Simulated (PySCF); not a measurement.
Magnetic shielding above rings: a mixed set.

Definitions: NICS(0) = −σiso at the ring centroid; NICS(1) = −σiso and NICS(1)zz = −σzz at ±1 Å along the ring normal z. Level: GIAO PBE0/pcSseg-1 (PySCF, non-relativistic, gas phase) on the GFN2-xTB geometries, one conformer each. Atom numbers follow the mapped SMILES.

Question: Order these rings by mean NICS(1)zz, lowest (most negative) first (ppm).
A. ring C3–C4–S5–C6–C7 in `[CH2:1]=[N:2][c:3]1[cH:4][s:5][cH:6][c:7]1[CH3:8]`
B. ring C6–C7–C8–C9–C10–C11 in `[SiH3:1][c:2]1[cH:3][p:4][cH:5][c:6]2[cH:7][cH:8][cH:9][cH:10][c:11]12`
C. ring C3–C4–C5–C7 in `[CH3:1][N:2]=[C:3]1[CH2:4][CH:5]([CH3:6])[CH2:7]1`
D. ring Si3–C4–C5–C8 in `[CH3:1][O:2][Si@@H:3]1[CH2:4][C:5]([CH2:6][SiH3:7])=[C:8]1[F:9]`
E. ring C4–C5–C6–C7–N8–C9 in `[CH3:1][C:2](=[S:3])[c:4]1[cH:5][cH:6][cH:7][n:8][cH:9]1`
F. ring C4–C5–C6–C7–S8 in `[N:1]#[C:2][CH2:3][C@H:4]1[CH2:5][CH:6]=[CH:7][S:8]1`
G. ring C3–N4–C5 in `[CH2:1]=[CH:2][C@@H:3]1[NH:4][C@@H:5]1[CH2:6][CH3:7]`

Answer: B (-29.4), E (-25.7), A (-23.9), G (-20.5), F (-3.2), D (-0.5), C (1.8).

```json
{"SMILES": "[SiH3]c1cpcc2ccccc12", "ring": "6-membered carbocycle; formal bonds all aromatic", "NICS(0)": "-8.9", "NICS(1)": "-11.9", "NICS(1)zz": "-29.4", "HOMA": "0.84", "rms pucker (Å)": "0.00", "ring atoms with four or more neighbours": "0"}
{"SMILES": "CC(=S)c1cccnc1", "ring": "6-membered ring with N; formal bonds all aromatic", "NICS(0)": "-6.5", "NICS(1)": "-10.5", "NICS(1)zz": "-25.7", "HOMA": "0.98", "rms pucker (Å)": "0.01", "ring atoms with four or more neighbours": "0"}
{"SMILES": "C=Nc1cscc1C", "ring": "5-membered ring with S; formal bonds all aromatic", "NICS(0)": "-11.9", "NICS(1)": "-10.4", "NICS(1)zz": "-23.9", "HOMA": "0.74", "rms pucker (Å)": "0.01", "ring atoms with four or more neighbours": "0"}
{"SMILES": "C=C[C@@H]1N[C@@H]1CC", "ring": "3-membered ring with N; formal bonds all single", "NICS(0)": "-45.3", "NICS(1)": "-7.1", "NICS(1)zz": "-20.5", "HOMA": "–", "rms pucker (Å)": "0.00", "ring atoms with four or more neighbours": "2"}
{"SMILES": "N#CC[C@H]1CC=CS1", "ring": "5-membered ring with S; formal bonds 1 double, 4 single", "NICS(0)": "-5.8", "NICS(1)": "-3.5", "NICS(1)zz": "-3.2", "HOMA": "–", "rms pucker (Å)": "0.10", "ring atoms with four or more neighbours": "2"}
{"SMILES": "CO[Si@@H]1CC(C[SiH3])=C1F", "ring": "4-membered ring with Si; formal bonds 1 double, 3 single", "NICS(0)": "-8.9", "NICS(1)": "-4.3", "NICS(1)zz": "-0.5", "HOMA": "–", "rms pucker (Å)": "0.01", "ring atoms with four or more neighbours": "2"}
{"SMILES": "CN=C1CC(C)C1", "ring": "4-membered carbocycle; formal bonds all single", "NICS(0)": "4.7", "NICS(1)": "-0.9", "NICS(1)zz": "1.8", "HOMA": "–", "rms pucker (Å)": "0.01", "ring atoms with four or more neighbours": "3"}
```

NICS(0) gives another order. The isotropic NICS(1) gives another order. HOMA uses Krygowski's 1993 parameters; it is left out where a ring has a four-coordinate atom, a triple bond, no multiple bond or a kind of bond without parameters. NICS(1) and NICS(1)zz are means over the two faces.
